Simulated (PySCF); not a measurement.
CH8FNOSi2, SMILES N[SiH2][Si@@H](O)CF.

Geometry optimised at PBE0-D3(BJ)/def2-SVP. The structure was generated by enumeration; whether it is a known compound was not checked. Other conformers were not sampled.

Method: PySCF 2.14.0 with PBE0-D3(BJ)/def2-SVP.

Frequencies are harmonic and unscaled.

```csv
mode,ν (cm⁻¹),IR (km/mol),moving atoms (share of kinetic energy)
1,35,0.1,"N 35 %, H 24 %, O 14 %, Si 13 %, F 12 %"
2,46,0.9,"F 38 %, Si 29 %, H 16 %, N 16 %"
3,90,10.1,"H 39 %, N 23 %, O 13 %, C 12 %"
4,101,4.4,"H 44 %, F 23 %, C 16 %, O 8 %"
5,141,34.1,"H 54 %, O 21 %, F 11 %"
6,166,3.2,"H 38 %, Si 35 %, O 20 %"
7,240,56.6,"H 49 %, O 17 %, Si 17 %, C 12 %"
8,252,52.5,"H 63 %, Si 17 %"
9,317,4.4,"F 37 %, Si 21 %, O 19 %, C 13 %"
10,408,41.0,"Si 50 %, H 37 %"
11,451,206.1,"H 72 %, N 18 %"
12,472,22.5,"H 56 %, Si 41 %"
13,641,33.8,H 89 %
14,689,26.4,H 88 %
15,713,66.9,"C 39 %, Si 34 %, H 24 %"
16,744,161.2,H 93 %
17,829,64.1,"O 30 %, H 26 %, Si 24 %, N 17 %"
18,840,123.4,"H 28 %, N 28 %, Si 23 %, O 21 %"
19,846,214.3,H 81 %
20,879,4.4,"H 75 %, Si 13 %"
21,911,132.9,"H 83 %, Si 11 %"
22,923,34.6,"H 83 %, N 9 %"
23,932,25.2,"H 61 %, Si 25 %, O 10 %"
24,1075,63.2,"C 51 %, F 42 %"
25,1231,6.3,H 90 %
26,1298,1.1,"H 73 %, C 25 %"
27,1457,5.5,H 93 %
28,1549,36.4,"H 90 %, N 9 %"
29,2181,141.0,H 97 %
30,2203,114.7,H 97 %
31,2234,105.5,H 97 %
32,3048,21.1,H 95 %
33,3112,15.8,"H 90 %, C 10 %"
34,3599,32.7,H 96 %
35,3698,34.0,"H 91 %, N 9 %"
36,3926,100.0,H 94 %
```
